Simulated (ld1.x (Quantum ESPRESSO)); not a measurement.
## Ranking TM potentials for potassium

All share these settings but for the change named:

```
Element                 : potassium
Generator               : ld1.x (Quantum ESPRESSO) 7.5
Type                    : norm-conserving Troullier–Martins (Kleinman–Bylander form)
Functional              : PBEsol
Relativity              : scalar-relativistic
Frozen core             : [Ne]
Valence charge          : 9
Reference configuration : 3s2 3p6 3d1 4s0 4p0
Partial waves           : 3s (bound): rc 1.90 bohr; 3p (bound): rc 1.65 bohr; 3d (bound): rc 4.20 bohr
Local potential         : all-electron potential smoothed inside 1.40 bohr (lloc = -1)
Core correction         : a·sin(br)/r model core inside 0.85 bohr
```

Cutoff: the first of the cutoffs (Ry, on a coarse ladder) from which the occupation-weighted sum of valence levels, in a spherical-Bessel basis at the reference potential, stays within 10 and 1 mRy of its value at 400 Ry; the density cutoff is not measured.

The base gives 25 Ry.

Of 8 variants that were run, those that failed, showed a ghost or another fault, or gave nearly equal values are left out.

A variant can come out equal or close to the base.

(1) Rank these variants from softest to hardest (loose cutoff).
A. all radii but the core radius scaled by about 0.84 (s 1.60, p 1.38, d 3.54 bohr); local potential all-electron potential smoothed inside 1.18 bohr (lloc = -1)
B. all radii but the core radius scaled by about 1.39 (s 2.64, p 2.30, d 5.86 bohr); local potential all-electron potential smoothed inside 1.96 bohr (lloc = -1)
C. all radii but the core radius scaled by about 0.75 (s 1.42, p 1.24, d 3.14 bohr); local potential all-electron potential smoothed inside 1.04 bohr (lloc = -1)
D. all radii but the core radius scaled by about 0.95 (s 1.80, p 1.56, d 4.00 bohr); local potential all-electron potential smoothed inside 1.34 bohr (lloc = -1)

Answers

(1) B (25 Ry), D (30 Ry), A (50 Ry), C (60 Ry).
